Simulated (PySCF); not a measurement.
CH₂FNO₂Si, SMILES O[Si@H](OC#N)F. Heavy atoms are numbered as in [N:1]#[C:2][O:3][Si@@H:4]([OH:5])[F:6]. Hydrogens are named by the atom that carries them.

Geometry: B3LYP-D3(BJ)/def2-SVP. The structure was generated by enumeration; whether it is a known compound was not checked. Other conformers were not sampled.

These are PBE/pcSseg-1 (PySCF) values and carry that method's errors.

GIAO shieldings, no solvent; atoms alike by connectivity are averaged. δ = σ(ref) − σ: ¹⁵N against NH3 (σ = 267.0 ppm); ¹³C against TMS (σ = 182.0 ppm); ¹⁷O against H2O (σ = 334.3 ppm); ²⁹Si against TMS (σ = 335.4 ppm); ¹⁹F against CFCl3 (σ = 133.6 ppm); ¹H against TMS (σ = 31.49 ppm), references at their B3LYP-D3(BJ)/def2-TZVP geometries, non-relativistic.

| nucleus | atoms | count | δ (ppm) |
|---|---|---|---|
| ¹⁵N | N1 | 1 | 190.7 |
| ¹³C | C2 | 1 | 109.2 |
| ¹⁷O | O3 | 1 | 94.2 |
| ¹⁷O | O5 (OH) | 1 | 65.1 |
| ²⁹Si | Si4 (SiH) | 1 | -56.7 |
| ¹⁹F | F6 | 1 | -154.1 |
| ¹H | H on Si4 | 1 | 5.00 |
| ¹H | H on O5 | 1 | 3.07 |
